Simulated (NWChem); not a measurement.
System: C2H5AlO2; SMILES C=[CH][Al]([OH])[OH]

Here is an NWChem input.

```
start job
memory heap 200 mb stack 900 mb global 1100 mb
geometry units angstroms noautoz
  Al    -0.083993    -0.394431     0.000000
  C     -0.813913     1.391588     0.000000
  C     -0.017657     2.471911     0.000000
  H     -1.898212     1.568552     0.000000
  H     -0.411999     3.496726     0.000000
  H      1.075656     2.384525     0.000000
  O      1.612367    -0.526644     0.000000
  H      2.161851    -1.309295     0.000000
  O     -1.142741    -1.725348     0.000000
  H     -0.940770    -2.660323     0.000000
end
basis spherical
  Al library 6-311++g**
  C library 6-311++g**
  H library 6-311++g**
  O library 6-311++g**
end
dft
  xc hfexch
  iterations 150
  mulliken
end
task dft energy
```

Output (shortened):

```
             Northwest Computational Chemistry Package (NWChem) 7.3.0
             --------------------------------------------------------

 CS  symmetry detected

                             Geometry "geometry" -> ""
                             -------------------------

 Output coordinates in angstroms (scale by  1.889725989 to convert to a.u.)

  No.       Tag          Charge          X              Y              Z
 ---- ---------------- ---------- -------------- -------------- --------------
    1 Al                  13.0000    -0.02056930    -0.47161998     0.00000000
    2 C                    6.0000    -0.79798011     1.29424511     0.00000000
    3 C                    6.0000    -0.03089271     2.39547094     0.00000000
    4 H                    1.0000    -1.88662287     1.44215558     0.00000000
    5 H                    1.0000    -0.45249362     3.40937630     0.00000000
    6 H                    1.0000     1.06436583     2.33734745     0.00000000
    7 O                    8.0000     1.67871919    -0.55843113     0.00000000
    8 H                    1.0000     2.24893204    -1.32611112     0.00000000
    9 O                    8.0000    -1.04335487    -1.83036833     0.00000000
   10 H                    1.0000    -0.81645819    -2.75960911     0.00000000

 Effective nuclear repulsion energy (a.u.)     203.1783091348

      Symmetry information
      --------------------

 Group name             Cs
 Group number              2
 Group order               2
 No. of unique centers    10

  xc_inp: hfexch multiplicative factor not found.

                                 NWChem DFT Module
                                 -----------------

 Summary of "ao basis" -> "ao basis" (spherical)
 ------------------------------------------------------------------------------
       Tag                 Description            Shells   Functions and Types
 ---------------- ------------------------------  ------  ---------------------
 Al                        6-311++g**               14       30   7s6p1d
 C                         6-311++g**               10       22   5s4p1d
 H                         6-311++g**                5        7   4s1p
 O                         6-311++g**               10       22   5s4p1d

      Symmetry analysis of basis
      --------------------------

        a'        116
        a"         37

            General Information
            -------------------
          SCF calculation type: DFT
          Wavefunction type:  closed shell.
          No. of atoms     :    10
          No. of electrons :    46
           Alpha electrons :    23
            Beta electrons :    23
          Charge           :     0
          Spin multiplicity:     1
          Use of symmetry is: on ; symmetry adaption is: on
          Maximum number of iterations: 150
          AO basis - number of functions:   153
                     number of shells:    79
          Convergence on energy requested:  1.00D-06
          Convergence on density requested:  1.00D-05
          Convergence on gradient requested:  5.00D-04

              XC Information
              --------------
                     Hartree-Fock (Exact) Exchange  1.000

      Superposition of Atomic Density Guess
      -------------------------------------

 Sum of atomic energies:        -469.26739875

      Non-variational initial energy
      ------------------------------

 Total energy =    -471.044944
 1-e energy   =   -1049.156729
 2-e energy   =     374.933477
 HOMO         =      -0.359745
 LUMO         =      -0.039542

      Symmetry analysis of molecular orbitals - initial
      -------------------------------------------------

  Numbering of irreducible representations:

     1 a'          2 a"

  Orbital symmetries:

     1 a'          2 a'          3 a'          4 a'          5 a'
     6 a'          7 a'          8 a'          9 a"         10 a'
    11 a'         12 a'         13 a'         14 a'         15 a'
    16 a'         17 a'         18 a"         19 a'         20 a"
    21 a'         22 a'         23 a"         24 a"         25 a'
    26 a'         27 a'         28 a"         29 a'         30 a'
    31 a'         32 a'         33 a'

     ---------------------------------------------
      Total Density - Mulliken Population Analysis
     ---------------------------------------------

    Atom       Charge   Shell Charges
 -----------   ------   -------------------------------------------------------
    1 Al  13    11.81   0.79  1.18  0.99  1.00  0.65  0.25  2.11  3.82  0.43  0.17  0.29 -0.01 -0.09  0.22
    2 C    6     6.53   1.10  0.89  0.58  0.83  1.51  0.58  1.04 -0.12  0.08  0.03
    3 C    6     6.34   1.10  0.89  0.56  0.82  1.42  0.52  0.87  0.04  0.07  0.04
    4 H    1     0.76   0.24  0.44  0.09 -0.03  0.02
    5 H    1     0.83   0.24  0.45  0.11  0.01  0.02
    6 H    1     0.82   0.24  0.45  0.11  0.00  0.02
    7 O    8     8.87   1.08  0.91  1.04  1.02  2.34  0.81  1.78 -0.18  0.04  0.00
    8 H    1     0.59   0.21  0.25  0.07  0.00  0.05
    9 O    8     8.86   1.08  0.91  1.04  1.02  2.34  0.82  1.78 -0.18  0.03  0.00
   10 H    1     0.59   0.21  0.25  0.07  0.01  0.05

   convergence    iter        energy       DeltaE   RMS-Dens  Diis-err
 ---------------- ----- ----------------- --------- --------- ---------
 d= 0,ls=0.0,diis     1   -470.3346090043 -6.74D+02  8.45D-03  1.13D+00
 d= 0,ls=0.0,diis     2   -470.4214674955 -8.69D-02  2.80D-03  4.73D-01
 d= 0,ls=0.0,diis     3   -470.4610821202 -3.96D-02  7.21D-04  6.31D-03
 d= 0,ls=0.0,diis     4   -470.4624253989 -1.34D-03  1.94D-04  2.42D-04
 d= 0,ls=0.0,diis     5   -470.4624949060 -6.95D-05  6.90D-05  2.54D-05
  Resetting Diis
 d= 0,ls=0.0,diis     6   -470.4625019247 -7.02D-06  2.66D-05  3.23D-06
 d= 0,ls=0.0,diis     7   -470.4625030257 -1.10D-06  4.38D-06  3.02D-07
 d= 0,ls=0.0,diis     8   -470.4625031016 -7.59D-08  1.59D-06  7.30D-08

         Total DFT energy =     -470.462503101561
      One electron energy =    -1054.735155519829
           Coulomb energy =      428.012192488513
    Exchange-Corr. energy =      -46.917849205047
 Nuclear repulsion energy =      203.178309134803

 Numeric. integr. density =        0.000000000000

                  Occupations of the irreducible representations
                  ----------------------------------------------

                     irrep           alpha         beta
                     --------     --------     --------
                     a'               19.0         19.0
                     a"                4.0          4.0

                       DFT Final Molecular Orbital Analysis
                       ------------------------------------

 Vector   21  Occ=2.000000D+00  E=-4.911453D-01  Symmetry=a"
              MO Center=  3.0D-01, -1.2D+00, -1.6D-14, r^2= 2.9D+00
   Bfn.  Coefficient  Atom+Function         Bfn.  Coefficient  Atom+Function
  ----- ------------  ---------------      ----- ------------  ---------------
   137     -0.306610   9 O  pz              108      0.302911   7 O  pz
   133     -0.303664   9 O  pz              104      0.299787   7 O  pz
   129     -0.196646   9 O  pz              100      0.194173   7 O  pz
   141     -0.063685   9 O  pz              112      0.062695   7 O  pz
    29     -0.060668   1 Al d  1             27      0.029084   1 Al d -1

 Vector   22  Occ=2.000000D+00  E=-4.324053D-01  Symmetry=a'
              MO Center= -5.2D-01,  1.3D+00,  5.3D-16, r^2= 2.4D+00
   Bfn.  Coefficient  Atom+Function         Bfn.  Coefficient  Atom+Function
  ----- ------------  ---------------      ----- ------------  ---------------
    38      0.230078   2 C  py               42      0.201633   2 C  py
     5     -0.194892   1 Al s                41     -0.170010   2 C  px
    40     -0.166662   2 C  s                76      0.159671   4 H  s
    37     -0.153130   2 C  px               83     -0.151102   5 H  s
    34      0.142973   2 C  py               14     -0.130452   1 Al py

 Vector   23  Occ=2.000000D+00  E=-3.724926D-01  Symmetry=a"
              MO Center= -4.1D-01,  1.8D+00,  3.3D-16, r^2= 1.8D+00
   Bfn.  Coefficient  Atom+Function         Bfn.  Coefficient  Atom+Function
  ----- ------------  ---------------      ----- ------------  ---------------
    43      0.275748   2 C  pz               39      0.265845   2 C  pz
    61      0.262287   3 C  pz               65      0.242092   3 C  pz
    35      0.158466   2 C  pz               57      0.156226   3 C  pz
   108     -0.041939   7 O  pz              104     -0.036202   7 O  pz
    18      0.035498   1 Al pz               27      0.033525   1 Al d -1

 Vector   24  Occ=0.000000D+00  E= 3.280042D-02  Symmetry=a'
              MO Center=  9.4D-01, -2.5D+00, -5.8D-14, r^2= 1.3D+01
   Bfn.  Coefficient  Atom+Function         Bfn.  Coefficient  Atom+Function
  ----- ------------  ---------------      ----- ------------  ---------------
    20      3.159804   1 Al py               24     -2.324022   1 Al py
    66     -2.104826   3 C  s                22      1.733287   1 Al s
    19     -1.661479   1 Al px               78      1.208760   4 H  s
    46      1.197202   2 C  py               23      0.988523   1 Al px
    44     -0.871138   2 C  s                45      0.676355   2 C  px

 Vector   25  Occ=0.000000D+00  E= 5.359240D-02  Symmetry=a'
              MO Center= -1.2D+00,  3.3D+00,  3.1D-14, r^2= 1.7D+01
   Bfn.  Coefficient  Atom+Function         Bfn.  Coefficient  Atom+Function
  ----- ------------  ---------------      ----- ------------  ---------------
    66      9.829038   3 C  s                44     -4.869644   2 C  s
    85     -3.211186   5 H  s                45     -3.164036   2 C  px
    78     -2.605097   4 H  s                20      2.326489   1 Al py
    46     -1.546564   2 C  py               24     -1.427843   1 Al py
    67     -1.026443   3 C  px               19      0.961376   1 Al px

 Vector   26  Occ=0.000000D+00  E= 5.793918D-02  Symmetry=a"
              MO Center= -2.5D-02, -7.7D-01, -6.5D-14, r^2= 1.8D+01
   Bfn.  Coefficient  Atom+Function         Bfn.  Coefficient  Atom+Function
  ----- ------------  ---------------      ----- ------------  ---------------
    25      3.638332   1 Al pz               21     -2.810197   1 Al pz
    18      0.403939   1 Al pz               69     -0.204076   3 C  pz
    65     -0.094168   3 C  pz              141     -0.075138   9 O  pz
   137     -0.074334   9 O  pz              112     -0.073817   7 O  pz
    61     -0.072768   3 C  pz              108     -0.066205   7 O  pz

     ---------------------------------------------
      Total Density - Mulliken Population Analysis
     ---------------------------------------------

    Atom       Charge   Shell Charges
 -----------   ------   -------------------------------------------------------
    1 Al  13    11.88   0.79  1.18  0.98  1.01  0.57  0.13  2.12  3.82  0.55  0.24  0.35 -0.04 -0.13  0.31
    2 C    6     6.48   1.10  0.89  0.58  0.72  1.49  0.64  1.13 -0.20  0.09  0.04
    3 C    6     6.45   1.10  0.89  0.57  0.74  1.44  0.48  0.87  0.20  0.11  0.06
    4 H    1     0.79   0.26  0.51  0.04 -0.05  0.03
    5 H    1     0.87   0.26  0.52  0.05  0.01  0.03
    6 H    1     0.85   0.26  0.51  0.05 -0.00  0.03
    7 O    8     8.64   1.08  0.91  0.94  0.96  2.13  0.89  1.83 -0.18  0.08  0.01
    8 H    1     0.71   0.26  0.35  0.02  0.01  0.07
    9 O    8     8.62   1.08  0.91  0.94  0.96  2.13  0.89  1.82 -0.18  0.07  0.01
   10 H    1     0.71   0.26  0.35  0.03  0.01  0.07

     -------------------------------------------
      Total Density - Lowdin Population Analysis
     -------------------------------------------

    Atom       Charge   Shell Charges
 -----------   ------   -------------------------------------------------------
    1 Al  13    12.09   0.90  1.08  0.94  0.99  0.31  0.11  2.28  3.51  0.70  0.51  0.12  0.04  0.07  0.51
    2 C    6     6.28   1.05  0.93  0.57  0.51  1.45  0.34  1.11  0.06  0.18  0.08
    3 C    6     6.03   1.05  0.93  0.56  0.49  1.37  0.30  0.99  0.06  0.16  0.11
    4 H    1     0.97   0.27  0.44  0.15  0.03  0.07
    5 H    1     0.97   0.27  0.45  0.16  0.03  0.07
    6 H    1     0.97   0.27  0.44  0.15  0.03  0.07
    7 O    8     8.44   1.03  0.95  0.95  0.80  2.06  0.54  1.62  0.10  0.38  0.01
    8 H    1     0.91   0.26  0.34  0.09  0.02  0.20
    9 O    8     8.44   1.03  0.95  0.95  0.80  2.06  0.55  1.62  0.10  0.38  0.01
   10 H    1     0.91   0.26  0.34  0.09  0.02  0.20

     Multipole analysis of the density
     ---------------------------------

     L   x y z        total         alpha         beta         nuclear
     -   - - -        -----         -----         ----         -------
     0   0 0 0     -0.000000    -23.000000    -23.000000     46.000000

     1   1 0 0      0.412644      0.206322      0.206322      0.000000
     1   0 1 0     -0.653695     -0.326848     -0.326848      0.000000
     1   0 0 1      0.000000      0.000000      0.000000      0.000000

     2   2 0 0    -29.211527    -96.216421    -96.216421    163.221315
     2   1 1 0     -3.802488      0.315241      0.315241     -4.432970
     2   1 0 1      0.000000      0.000000      0.000000      0.000000
     2   0 2 0    -20.901133   -198.305070   -198.305070    375.709008
     2   0 1 1      0.000000      0.000000      0.000000      0.000000
     2   0 0 2    -26.879328    -13.439664    -13.439664      0.000000
```

Level: Hartree-Fock/6-311++G** (spherical d). Coordinates come from a PBE0/def2-SVP optimisation.
